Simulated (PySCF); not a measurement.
Record of a relaxation.

CH7NSSi.
Numbering: `[CH3:1][S:2][SiH2:3][NH2:4]` (hydrogens: H5, H6, H7 on C1; H8, H9 on Si3; H10, H11 on N4)

Computed by this run: PBE0-D3(BJ)/def2-SVP geometry optimisation, gas phase (PySCF); density fitting, grid level 1; the optimiser is geomeTRIC in internal coordinates, started from a GFN2-xTB structure with every atom displaced at random (about 0.01 Å). 14 of its 29 geometries are shown. The frame can shift and turn from step to step; on so coarse a grid that alone can change the energy by a few meV, and forces under 0.02 eV/Å are noise.

Step 0: E = -21337.2905 eV, largest atomic force 2.900 eV/Å
```
atom  x, y, z in Å  |  force x, y, z in eV/Å
C1     -2.104   -0.154    0.066   -0.465   1.773  -0.851
S2     -0.718    0.922    0.500    0.203   0.213   0.226
Si3     0.849   -0.264   -0.339    1.016   1.306   1.468
N4      2.318    0.558    0.167   -2.862  -0.086   0.461
H5     -2.177   -0.252   -1.027   -0.083  -0.172   0.025
H6     -2.025   -1.091    0.541    0.071  -1.589   0.717
H7     -3.008    0.369    0.422    0.075  -0.188  -0.053
H8      0.866   -1.582    0.274   -0.111  -0.870   0.097
H9      0.614   -0.348   -1.752   -0.162  -0.244  -1.272
H10     3.177    0.271   -0.176    2.127  -0.512  -0.771
H11     2.248    1.545    0.349    0.191   0.369  -0.047
```

Step 2: E = -21337.5053 eV, largest atomic force 0.150 eV/Å
```
atom  x, y, z in Å  |  force x, y, z in eV/Å
C1     -2.110   -0.205    0.121   -0.022  -0.072   0.009
S2     -0.726    0.854    0.648    0.021   0.000   0.031
Si3     0.878   -0.235   -0.262   -0.022  -0.068  -0.132
N4      2.285    0.711    0.028   -0.003  -0.039   0.091
H5     -2.146   -0.311   -0.973   -0.006   0.014   0.001
H6     -2.052   -1.201    0.587    0.006   0.059  -0.028
H7     -3.032    0.285    0.461    0.003   0.005  -0.014
H8      1.010   -1.600    0.337    0.069   0.002   0.018
H9      0.543   -0.463   -1.712   -0.072   0.019   0.046
H10     3.200    0.433   -0.310   -0.052   0.038   0.049
H11     2.188    1.717    0.099    0.079   0.042  -0.071
```

Step 4: E = -21337.5275 eV, largest atomic force 0.375 eV/Å
```
atom  x, y, z in Å  |  force x, y, z in eV/Å
C1     -2.113   -0.193    0.100   -0.026   0.303  -0.145
S2     -0.711    0.773    0.754   -0.013  -0.069   0.012
Si3     0.885   -0.264   -0.230    0.052  -0.085   0.267
N4      2.270    0.727    0.019   -0.257   0.273   0.008
H5     -2.133   -0.175   -1.000    0.009  -0.022   0.036
H6     -2.088   -1.227    0.455   -0.007  -0.194   0.074
H7     -3.028    0.288    0.471    0.015  -0.028   0.017
H8      1.177   -1.595    0.389   -0.018  -0.032  -0.083
H9      0.423   -0.530   -1.631   -0.002   0.025  -0.087
H10     3.188    0.446   -0.286    0.249  -0.146  -0.021
H11     2.167    1.736   -0.015   -0.001  -0.026  -0.076
```

Step 6: E = -21337.5596 eV, largest atomic force 0.321 eV/Å
```
atom  x, y, z in Å  |  force x, y, z in eV/Å
C1     -2.123   -0.160    0.072    0.038   0.262  -0.037
S2     -0.697    0.605    0.915   -0.028  -0.076  -0.035
Si3     0.910   -0.326   -0.156    0.093   0.003   0.284
N4      2.233    0.768   -0.007   -0.161   0.234  -0.148
H5     -2.102    0.042   -1.009    0.014  -0.040   0.014
H6     -2.165   -1.239    0.249   -0.030  -0.153   0.027
H7     -3.024    0.305    0.494    0.006  -0.028   0.028
H8      1.400   -1.612    0.433   -0.059  -0.024  -0.068
H9      0.338   -0.635   -1.506    0.029   0.010  -0.105
H10     3.174    0.485   -0.246    0.141  -0.137   0.045
H11     2.095    1.752   -0.214   -0.041  -0.051  -0.006
```

Step 9: E = -21337.5767 eV, largest atomic force 0.111 eV/Å
```
atom  x, y, z in Å  |  force x, y, z in eV/Å
C1     -2.136   -0.159    0.077   -0.009  -0.088   0.019
S2     -0.702    0.535    0.958    0.001   0.018   0.016
Si3     0.923   -0.329   -0.140   -0.018   0.023  -0.060
N4      2.214    0.803   -0.041    0.065  -0.082  -0.038
H5     -2.102    0.075   -0.996   -0.002   0.007  -0.007
H6     -2.212   -1.249    0.213    0.009   0.046  -0.002
H7     -3.027    0.306    0.518   -0.003   0.012  -0.014
H8      1.451   -1.611    0.417    0.015   0.002   0.014
H9      0.362   -0.637   -1.503   -0.009   0.014   0.030
H10     3.175    0.492   -0.132   -0.050   0.038   0.042
H11     2.091    1.761   -0.346    0.000   0.010   0.000
```

Step 11: E = -21337.5835 eV, largest atomic force 0.060 eV/Å
```
atom  x, y, z in Å  |  force x, y, z in eV/Å
C1     -2.143   -0.203    0.100   -0.014  -0.030  -0.002
S2     -0.722    0.586    0.919    0.000   0.027   0.006
Si3     0.903   -0.271   -0.186   -0.001  -0.060  -0.002
N4      2.234    0.806   -0.077   -0.031  -0.014  -0.036
H5     -2.104   -0.070   -0.991    0.000   0.004   0.001
H6     -2.206   -1.275    0.335    0.005   0.011   0.004
H7     -3.045    0.291    0.485    0.001   0.005  -0.008
H8      1.399   -1.571    0.359   -0.001  -0.001   0.005
H9      0.349   -0.532   -1.558    0.000   0.011   0.006
H10     3.176    0.470    0.069    0.010   0.016   0.007
H11     2.198    1.754   -0.430    0.031   0.030   0.018
```

Step 13: E = -21337.5847 eV, largest atomic force 0.051 eV/Å
```
atom  x, y, z in Å  |  force x, y, z in eV/Å
C1     -2.144   -0.227    0.111   -0.002   0.016  -0.009
S2     -0.734    0.638    0.873    0.000  -0.007   0.000
Si3     0.892   -0.240   -0.219   -0.004  -0.003   0.023
N4      2.249    0.798   -0.095    0.004  -0.006  -0.051
H5     -2.097   -0.181   -0.987    0.001  -0.001   0.001
H6     -2.197   -1.276    0.432   -0.002  -0.006   0.001
H7     -3.054    0.288    0.447    0.000   0.000   0.001
H8      1.346   -1.558    0.322   -0.005   0.001   0.003
H9      0.355   -0.464   -1.603    0.006  -0.006  -0.004
H10     3.160    0.459    0.183    0.003   0.002   0.015
H11     2.264    1.749   -0.438   -0.001   0.011   0.020
```

Step 15: E = -21337.5875 eV, largest atomic force 0.081 eV/Å
```
atom  x, y, z in Å  |  force x, y, z in eV/Å
C1     -2.145   -0.240    0.111    0.003   0.012  -0.006
S2     -0.742    0.667    0.836   -0.005  -0.013  -0.002
Si3     0.888   -0.224   -0.243   -0.015   0.024   0.017
N4      2.269    0.782   -0.121    0.047  -0.027  -0.059
H5     -2.084   -0.263   -0.987   -0.001   0.000   0.000
H6     -2.203   -1.268    0.497   -0.002  -0.002  -0.004
H7     -3.059    0.295    0.400    0.000  -0.001   0.002
H8      1.303   -1.554    0.300    0.002   0.005   0.006
H9      0.375   -0.421   -1.639    0.005  -0.006   0.001
H10     3.121    0.475    0.326   -0.008   0.000   0.025
H11     2.314    1.735   -0.455   -0.027   0.007   0.020
```

Step 17: E = -21337.5915 eV, largest atomic force 0.061 eV/Å
```
atom  x, y, z in Å  |  force x, y, z in eV/Å
C1     -2.148   -0.213    0.072   -0.025  -0.032  -0.006
S2     -0.739    0.626    0.860    0.001   0.048  -0.001
Si3     0.901   -0.255   -0.213    0.022  -0.040  -0.009
N4      2.276    0.767   -0.143   -0.004  -0.050  -0.036
H5     -2.088   -0.157   -1.025    0.001   0.010   0.000
H6     -2.220   -1.266    0.380    0.008   0.007   0.005
H7     -3.055    0.309    0.404   -0.001   0.001  -0.009
H8      1.336   -1.563    0.367    0.025   0.007  -0.007
H9      0.391   -0.500   -1.602   -0.027   0.017   0.013
H10     3.110    0.502    0.362   -0.002   0.027   0.028
H11     2.274    1.735   -0.436    0.001   0.004   0.022
```

Step 19: E = -21337.5944 eV, largest atomic force 0.037 eV/Å
```
atom  x, y, z in Å  |  force x, y, z in eV/Å
C1     -2.146   -0.189    0.036   -0.011  -0.025   0.004
S2     -0.734    0.613    0.857    0.003   0.027   0.000
Si3     0.912   -0.284   -0.195   -0.005  -0.032   0.008
N4      2.285    0.745   -0.158    0.016  -0.024  -0.023
H5     -2.085   -0.088   -1.057    0.003   0.003  -0.002
H6     -2.222   -1.253    0.302    0.003   0.005   0.005
H7     -3.052    0.322    0.389    0.000   0.003  -0.006
H8      1.364   -1.573    0.411    0.001  -0.003  -0.009
H9      0.393   -0.556   -1.574   -0.003   0.013   0.002
H10     3.086    0.523    0.418   -0.011   0.017   0.020
H11     2.239    1.726   -0.403    0.006   0.017   0.002
```

Step 22: E = -21337.5980 eV, largest atomic force 0.052 eV/Å
```
atom  x, y, z in Å  |  force x, y, z in eV/Å
C1     -2.142   -0.194    0.020    0.026   0.031   0.006
S2     -0.737    0.692    0.769   -0.004  -0.051   0.010
Si3     0.911   -0.271   -0.228   -0.013   0.043   0.006
N4      2.325    0.705   -0.138   -0.014   0.012   0.002
H5     -2.076   -0.189   -1.078   -0.003  -0.010  -0.002
H6     -2.206   -1.229    0.382   -0.007  -0.007  -0.006
H7     -3.054    0.340    0.321    0.000  -0.001   0.000
H8      1.285   -1.585    0.376   -0.021  -0.006   0.007
H9      0.443   -0.496   -1.633    0.021  -0.003  -0.007
H10     3.009    0.517    0.586   -0.003  -0.004   0.009
H11     2.280    1.695   -0.353    0.017  -0.005  -0.025
```

Step 24: E = -21337.6002 eV, largest atomic force 0.027 eV/Å
```
atom  x, y, z in Å  |  force x, y, z in eV/Å
C1     -2.142   -0.209    0.023    0.005   0.006  -0.006
S2     -0.748    0.721    0.737   -0.010  -0.011   0.012
Si3     0.903   -0.244   -0.248    0.013   0.011  -0.013
N4      2.340    0.695   -0.111   -0.005  -0.016   0.021
H5     -2.068   -0.261   -1.074   -0.002   0.001  -0.001
H6     -2.203   -1.225    0.437   -0.001  -0.002  -0.004
H7     -3.059    0.334    0.287   -0.001  -0.001  -0.001
H8      1.217   -1.579    0.346    0.005   0.003   0.004
H9      0.485   -0.434   -1.673   -0.005   0.011   0.002
H10     2.971    0.510    0.660    0.001   0.008   0.006
H11     2.343    1.678   -0.359   -0.001  -0.011  -0.021
```

Step 26: E = -21337.6017 eV, largest atomic force 0.054 eV/Å
```
atom  x, y, z in Å  |  force x, y, z in eV/Å
C1     -2.141   -0.207   -0.003   -0.013  -0.014  -0.008
S2     -0.760    0.711    0.749   -0.002   0.029  -0.003
Si3     0.903   -0.243   -0.228    0.008  -0.053   0.004
N4      2.349    0.680   -0.087   -0.013   0.007   0.019
H5     -2.053   -0.239   -1.099    0.004   0.007  -0.001
H6     -2.208   -1.231    0.389    0.002   0.003   0.000
H7     -3.063    0.329    0.258    0.001  -0.002   0.002
H8      1.196   -1.580    0.371    0.011   0.000  -0.011
H9      0.507   -0.421   -1.661   -0.014   0.012   0.002
H10     2.942    0.539    0.723    0.002   0.008   0.004
H11     2.366    1.648   -0.387    0.014   0.002  -0.007
```

Step 28: E = -21337.6023 eV, largest atomic force under 0.02 eV/Å
```
atom  x, y, z in Å  |  force x, y, z in eV/Å
C1     -2.141   -0.206   -0.026   -0.003  -0.004   0.000
S2     -0.771    0.718    0.739    0.006   0.007  -0.005
Si3     0.902   -0.243   -0.216    0.001  -0.002   0.003
N4      2.355    0.666   -0.052   -0.005   0.005   0.007
H5     -2.043   -0.235   -1.122    0.000   0.004   0.000
H6     -2.205   -1.232    0.364    0.001   0.000  -0.002
H7     -3.069    0.324    0.228    0.000  -0.001   0.002
H8      1.171   -1.587    0.377   -0.002  -0.002  -0.004
H9      0.530   -0.398   -1.657    0.002  -0.002  -0.001
H10     2.908    0.560    0.790    0.002  -0.002  -0.001
H11     2.402    1.617   -0.400   -0.002  -0.003   0.002
```

**Question.** Summarise the path.

**Answer.** The energy falls by 7.19 kcal/mol from step 0 to step 28; nine tenths of that is first reached at step 8. It rises by more than 0.2 meV at step 5. The largest force goes from 2.900 to under 0.02 eV/Å. Among the bonds Si3–H9 changes most, from 1.435 to 1.496 Å; the atoms move by 0.414 Å rms after alignment.

What follows is the cost of the whole optimisation. Hardware: one thread, Arm Neoverse V2 (aarch64), shared host with 48 logical CPUs at a one-minute load of 32. Cost: 83 s of wall time, 0.41 GiB resident at most.
